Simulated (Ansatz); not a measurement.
Total energies of CHClFNSi, SMILES `FC1=N[SiH]1Cl`.

```xyz
6

F     1.2236   -1.2275    1.6041
C     0.4721   -0.4731    0.8403
N    -0.1023    0.6187    1.1408
Si   -0.3899    0.1639   -0.5501
Cl    0.5142    1.1954   -2.0371
H    -1.7178   -0.2773   -0.9980
```

Charge 0, multiplicity 1. All single points use the PBE0-D4/def2-TZVP geometry. Basis def2-TZVPP, Ansatz.

RPA on PBE orbitals: Hartree–Fock energy of these orbitals -940.80566 Eh, correlation -1.39661 Eh (frozen core).

```csv
functional,kind,energy without D4 (Eh),D4 term (kJ/mol)
LDA (SPW92),LDA,-939.04591,–
PBE,GGA,-942.56476,-14.9
BLYP,GGA,-943.06611,-32.9
r2SCAN,meta-GGA,-942.95291,-3.4
B97M-V,meta-GGA with VV10,-942.86420,–
B3LYP,"global hybrid, 20 %",-943.12883,-24.4
r2SCANh,"meta-GGA hybrid, 10 %",-942.93710,-3.7
r2SCAN0,"meta-GGA hybrid, 25 %",-942.91474,-4.1
HSE06 (plane-wave form),screened hybrid,-942.60149,-11.7
BHLYP,"global hybrid, 50 %",-943.00321,-19.4
CAM-B3LYP,range-separated hybrid,-943.05091,-12.8
ωB97X-V,range-separated hybrid GGA with VV10,-942.92060,–
ωB97M-V,range-separated hybrid meta-GGA with VV10,-943.01220,–
B2PLYP,double hybrid,-942.72517,–
```

Q: Give the same for revPBE, PBE0, LC-ωPBE, PBE-QIDH. (An estimate is asked.)

A: Ansatz gave: 
```json
{"functional": "revPBE", "kind": "GGA", "energy without D4 (Eh)": "-942.89728", "D4 term (kJ/mol)": "-43.4"}
{"functional": "PBE0", "kind": "global hybrid, 25 % exact exchange", "energy without D4 (Eh)": "-942.62385", "D4 term (kJ/mol)": "-12.6"}
{"functional": "LC-ωPBE", "kind": "long-range corrected hybrid", "energy without D4 (Eh)": "-942.75604", "D4 term (kJ/mol)": "–"}
{"functional": "PBE-QIDH", "kind": "double hybrid", "energy without D4 (Eh)": "-942.42513", "D4 term (kJ/mol)": "–"}
```

B3LYP takes the VWN-RPA correlation (the form of Gaussian; ORCA's B3LYP/G). HSE06 is the plane-wave form, built on full-range PBE exchange. The double hybrids freeze the cores in their second-order part.

LC-ωPBE has ω = 0.4 bohr⁻¹.
